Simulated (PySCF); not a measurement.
**ReH5, singlet: molecular constants**

These are results of PBE0/[Re def2-TZVP with ECP60, H def2-TZVP], scalar-relativistic core potentials, density fitting, no spin–orbit coupling, PySCF, not measurements.

The structure is a higher-order saddle point with 2 imaginary modes (one degenerate set).

* Point group: C4v
* Bond lengths: Re–H 1.622 Å (×4), Re–H 1.678 Å
* Bond angles: H–Re–H 76.0° (×4), H–Re–H 119.5° (×4), H–Re–H 121.0° (×2)
* Zero-point energy (real modes): 94.4 kJ/mol
* Rotational constants: 2.099, 1.791, 1.791 cm⁻¹
* Dipole moment: 1.33 D
* Principal polarisabilities: 43.8, 46.9, 46.9 bohr³
* Atomisation energy without zero-point energy: 1252 kJ/mol
* Highest occupied level: -5.93 eV
* Lowest empty level: -2.78 eV
* Principal quadrupole moments (Buckingham, traceless) about the centre of mass: -0.40, -0.40, 0.80 D Å

Harmonic modes (masses in u: Re 186.956, H 1.008):
```json
{"symmetry": "e", "ω (cm⁻¹)": "419i", "IR (km/mol, summed over degenerate members)": "–", "type": "bend"}
{"symmetry": "e", "ω (cm⁻¹)": "948", "IR (km/mol, summed over degenerate members)": "37.4", "type": "bend"}
{"symmetry": "b2", "ω (cm⁻¹)": "959", "IR (km/mol, summed over degenerate members)": "0.0", "type": "bend"}
{"symmetry": "b1", "ω (cm⁻¹)": "1019", "IR (km/mol, summed over degenerate members)": "0.0", "type": "bend"}
{"symmetry": "a1", "ω (cm⁻¹)": "1064", "IR (km/mol, summed over degenerate members)": "0.0", "type": "bend"}
{"symmetry": "a1", "ω (cm⁻¹)": "2070", "IR (km/mol, summed over degenerate members)": "168", "type": "stretch"}
{"symmetry": "b1", "ω (cm⁻¹)": "2158", "IR (km/mol, summed over degenerate members)": "0.0", "type": "stretch"}
{"symmetry": "e", "ω (cm⁻¹)": "2200", "IR (km/mol, summed over degenerate members)": "223", "type": "stretch"}
{"symmetry": "a1", "ω (cm⁻¹)": "2217", "IR (km/mol, summed over degenerate members)": "36.1", "type": "stretch"}
```

In C4v the vibrations span 3e + b2 + 2b1 + 3a1. The b1, b2 modes carry no infrared intensity, as symmetry demands.

Charges (e):
```tsv
atom	Mulliken	Löwdin	polar tensor	Mayer order to Re1
Re1	-0.08	0.01	0.68	–
H2	-0.11	-0.05	-0.19	1.00
H3,4,5,6	0.05	0.01	-0.12	0.99
```

Mulliken populations on Re1 (electrons outside its core potential): s 2.83, p 6.43, d 5.79, f 0.03.

Outer orbital energies (eV). occupied: -11.60, -9.93, -9.48, -9.48, -9.30, -5.93; empty: -2.78, -2.30, -2.30, 1.84.

Only a few start shapes were tried, so a lower isomer may exist. At this level a singlet minimum of Cs symmetry lies 21 kJ/mol below this structure. No spin–orbit coupling is included, which matters more the heavier the element.

The final relaxation and frequency run took roughly 60 core-seconds on a shared host.
